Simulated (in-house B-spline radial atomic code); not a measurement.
**Sn VI (Sn5+): [Ne] 3s2 (3p1/2)2 (3p3/2)3 3d10 4s2 4p6 (4d3/2)3 (4d5/2)6 5s1 (with a hole in an inner shell)**

All numbers are computed (Dirac-Hartree-Fock, average of the jj configuration; Fermi nucleus of rms radius 4.6519 fm) with a B-spline radial code for spherical atoms, not measured.

Z_r = [3n² - l(l+1)]/(2<r>); Z_e = n√(-2ε); the last column is Slater's effective charge. Values are occupation-weighted means over j. An effective charge above Z reflects the relativistic contraction of the inner shells.

| shell | electrons | ε (eV) | <r> (bohr) | Z_r | Z_e | Slater |
| --- | --- | --- | --- | --- | --- | --- |
| 1s | 2 | -29485 | 0.02905 | 51.64 | 46.55 | 49.70 |
| 2s | 2 | -4632.7 | 0.1248 | 48.06 | 36.90 | 45.85 |
| 2p | 6 | -4167.7 | 0.1095 | 45.68 | 35.00 | 45.85 |
| 3s | 2 | -1002.9 | 0.3356 | 40.23 | 25.76 | 39.10 |
| 3p | 5 | -854.33 | 0.3342 | 37.41 | 23.77 | 39.10 |
| 3d | 10 | -609 | 0.3102 | 33.85 | 20.07 | 29.85 |
| 4s | 2 | -235.02 | 0.8009 | 29.96 | 16.62 | 23.10 |
| 4p | 6 | -183.43 | 0.8551 | 26.90 | 14.69 | 23.10 |
| 4d | 9 | -106.23 | 0.9885 | 21.24 | 11.18 | 12.20 |
| 5s | 1 | -66.856 | 1.91 | 19.63 | 11.08 | 8.55 |

The least bound orbital is 5s1/2 at -66.86 eV, and it is also the most diffuse (<r> = 1.91 bohr). The part-filled 3p shell lies below the filled 4p shell in orbital energy.

For the 1s electron the small component carries 3.37 % of the norm, the zero-frequency Breit interaction raises the level by 67.57 eV, self-energy by 38.35 eV, and vacuum polarisation lowers it by 5.049 eV.
